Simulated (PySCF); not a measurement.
## Spinor energies of Pb(42+) (lead, charge +42)

Start: [Kr] 4d4; 4d3/2 filled at m_j = -3/2, -1/2, +1/2, +3/2. Calculated with PySCF 2.14 in an uncontracted even-tempered set (16 s from 5.3 bohr⁻², ratio 2.8; 14 p from 6.9 bohr⁻², ratio 2.8; 9 d from 6.9 bohr⁻², ratio 2.8; 3 f from 27 bohr⁻², ratio 3): generalised Hartree-Fock with the X2C-1e Hamiltonian and a Gaussian nucleus; one run each with spin-orbit coupling (SO) switched off, then screened by Boettger's factors.

```json
{"spinor shell": "1s1/2", "electrons": "2", "ε, spin-free (eV)": "-90461.0", "ε, screened SO (eV)": "-90418.7", "weight of nominal j (screened SO)": "1.000", "rms radius, screened SO (bohr)": "0.0181"}
{"spinor shell": "2s1/2", "electrons": "2", "ε, spin-free (eV)": "-17944.5", "ε, screened SO (eV)": "-17929.2", "weight of nominal j (screened SO)": "1.000", "rms radius, screened SO (bohr)": "0.0731"}
{"spinor shell": "2p1/2", "electrons": "2", "ε, spin-free (eV)": "-15690.8", "ε, screened SO (eV)": "-17277.1", "weight of nominal j (screened SO)": "1.000", "rms radius, screened SO (bohr)": "0.0617"}
{"spinor shell": "2p3/2", "electrons": "4", "ε, spin-free (eV)": "-15690.8", "ε, screened SO (eV)": "-15075.6", "weight of nominal j (screened SO)": "1.000", "rms radius, screened SO (bohr)": "0.0700"}
{"spinor shell": "3s1/2", "electrons": "2", "ε, spin-free (eV)": "-5815.3", "ε, screened SO (eV)": "-5808.9", "weight of nominal j (screened SO)": "1.000", "rms radius, screened SO (bohr)": "0.184"}
{"spinor shell": "3p1/2", "electrons": "2", "ε, spin-free (eV)": "-5153.8", "ε, screened SO (eV)": "-5518.4", "weight of nominal j (screened SO)": "1.000", "rms radius, screened SO (bohr)": "0.176"}
{"spinor shell": "3p3/2", "electrons": "4", "ε, spin-free (eV)": "-5153.8", "ε, screened SO (eV)": "-5006.6", "weight of nominal j (screened SO)": "1.000", "rms radius, screened SO (bohr)": "0.192"}
{"spinor shell": "3d3/2", "electrons": "4", "ε, spin-free (eV)": "-4480.1", "ε, screened SO (eV)": "-4545.9", "weight of nominal j (screened SO)": "1.000", "rms radius, screened SO (bohr)": "0.167"}
{"spinor shell": "3d5/2", "electrons": "6", "ε, spin-free (eV)": "-4480.1", "ε, screened SO (eV)": "-4429.5", "weight of nominal j (screened SO)": "1.000", "rms radius, screened SO (bohr)": "0.172"}
{"spinor shell": "4s1/2", "electrons": "2", "ε, spin-free (eV)": "-2584.1", "ε, screened SO (eV)": "-2581.4", "weight of nominal j (screened SO)": "1.000", "rms radius, screened SO (bohr)": "0.385"}
{"spinor shell": "4p1/2", "electrons": "2", "ε, spin-free (eV)": "-2336.8", "ε, screened SO (eV)": "-2463.3", "weight of nominal j (screened SO)": "1.000", "rms radius, screened SO (bohr)": "0.383"}
{"spinor shell": "4p3/2", "electrons": "4", "ε, spin-free (eV)": "-2336.8", "ε, screened SO (eV)": "-2284.0", "weight of nominal j (screened SO)": "1.000", "rms radius, screened SO (bohr)": "0.413"}
{"spinor shell": "4d3/2", "electrons": "4", "ε, spin-free (eV)": "-2090.7", "ε, screened SO (eV)": "-2103.8", "weight of nominal j (screened SO)": "1.000", "rms radius, screened SO (bohr)": "0.394"}
```

```csv
quantity,spin-free,screened SO
E (hartree),-19728.23292,-19768.92658
M_J,0,0
⟨J²⟩,4.001,0.000
⟨L²⟩,6.001,2.531
⟨S²⟩,6.000,2.531
```

Breit and QED terms are absent; they matter most for the inner s and p1/2 levels.

Densities and radii are taken from the X2C orbitals without a picture-change correction, which distorts them close to the nucleus.

Without spin-orbit coupling the j labels of p, d and f shells carry no meaning; the spin-free column gives the mean over the occupied spinors of each nl shell, and its ⟨J²⟩ belongs to a mixture of degenerate components.
